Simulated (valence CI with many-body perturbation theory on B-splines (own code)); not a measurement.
# La17+: key properties

Level of theory: relativistic CI+MBPT: four valence electrons over a frozen Dirac-Fock core [Kr], radial functions for each j: 7 s, 7 p, 8 d, 6 f, 4 g, 1 h, with the one-electron correlation potential Σ1 (screened to all orders), the two-electron term Σ2, the three-electron term Σ3, Breit, model QED; selected single and double excitations, second order for the rest, scaled by the run's own slope (own B-spline code, finite nucleus).

No measured levels were compared; by estimate terms of the open shell hold to 2 to 4 % of their energy, and close levels can change places. Only levels of the ground parity were solved; by the run's estimate the other parity begins above the list, which can be wrong where configurations are misplaced.

Levels are named by their leading jj configuration (3d3/2^4 stands for four electrons in 3d with j = 3/2), which in mixed levels can hold well under half, so a name can repeat and another be missing.

Rates and lifetimes use the calculated energies. Strong lines usually hold to 10 to 20 %, long lifetimes can be off by a factor of two.

(1) What is the ground level?

(2) How well does LS coupling describe the low levels?

(3) What is the ionisation energy?

Answers

(1) (4d3/2^4) J=0, composition 58 % 4d4 5D + 38 % 4d4 3P + 4 % 4d4 1S.

(2) Among the lowest 20 levels the leading LS term, summed over configurations, holds 61 % on average. For single configurations the figures are 61 % in LS and 72 % in jj coupling. Terms mix most in the J = 2 level at 12.274 eV, where the leading one holds 37 %.

(3) 465.72 eV; NIST lists 464 ± 3 eV (theoretical).
